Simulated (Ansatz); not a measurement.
Saddle point of BSiH₇O₂, singlet (BSiH₅O₂ ([OH][B]([OH])[SiH3]) + H₂ → BH₃O₂ ([OH][BH][OH]) + SiH₄; bonds formed: B1–H6, Si2–H5; bonds broken: B1–Si2, H5–H6), PBE0-D4/def2-TZVP structure:

```
11
angstrom
B -0.5780 0.4763 0.1310
Si 1.2580 -0.7024 -0.0995
O -0.7578 0.9995 -1.1642
O -1.5317 -0.2953 0.8279
H 0.4609 0.8456 0.7890
H -0.3243 1.4692 1.0094
H 2.3357 -0.0978 -0.9240
H 1.8410 -1.2571 1.1526
H 0.6027 -1.8075 -0.8526
H -1.5831 1.4848 -1.2369
H -1.7234 -1.1150 0.3674
```

Energies are electronic, without zero-point energy. Barriers and step energies count from the start structure reached by relaxing down the imaginary mode; all methods use the PBE0-D4 structures, on which another method's saddle can fall below an end. Ansatz 0.2.0; basis: def2-TZVPP, with def2-QZVPP for the basis limit; cores frozen in the correlated methods. B3LYP uses VWN-RPA correlation. Extrapolation: Hartree–Fock as exp(−7.88 √X), correlation as X^−2.97.

```
      method  barrier (kcal/mol)  step energy (kcal/mol)
       SPW92               31.09                   -9.24
      PBE-D4               39.35                   -8.59
     BLYP-D4                   ?                  -10.60
   r2SCAN-D4               41.93                  -10.68
      B97M-V               42.97                  -11.74
     PBE0-D4               41.87                  -10.28
    B3LYP-D4               46.76                  -11.98
  r2SCAN0-D4               43.71                  -11.76
    BHLYP-D4               50.36                  -14.07
CAM-B3LYP-D4               47.62                  -13.10
     wB97X-V               47.33                  -11.85
     wB97M-V               46.29                  -12.53
      B2PLYP                   ?                  -12.73
    PBE-QIDH               45.21                  -11.80
  RPA on PBE               48.75                  -12.35
          HF                   ?                  -17.72
         MP2               47.44                  -12.32
        CCSD               50.10                  -13.21
     CCSD(T)               48.41                  -12.19
```

Task: Fill in the withheld barriers. (An estimate is asked for; the value comes from the calculation.)

Result: The calculation gives: HF 62.57; B2PLYP 48.30; BLYP-D4 45.38 kcal/mol. Each is the energy of the saddle less that of the start structure, by the same method.

For comparison, the barrier by CCSD(T) at an estimated basis limit (MP2 extrapolated from triple and quadruple zeta, plus CCSD(T) − MP2 in triple zeta) is 48.44 kcal/mol.

No T1 diagnostic of these runs exceeds 0.014.

Labels in which every atom is bracketed show which atoms are joined, not bond orders.

For scale, one of the runs: CCSD(T)/def2-TZVPP, 233 basis functions, launched by `ansatz run in.yaml --threads 4 --pin off --events-out ev --progress --plain --max-ram 9574MiB`. Hardware: 4 CPU threads of an Arm Neoverse V2, shared host. Wall time 78 s; peak host memory 4.2 GiB.
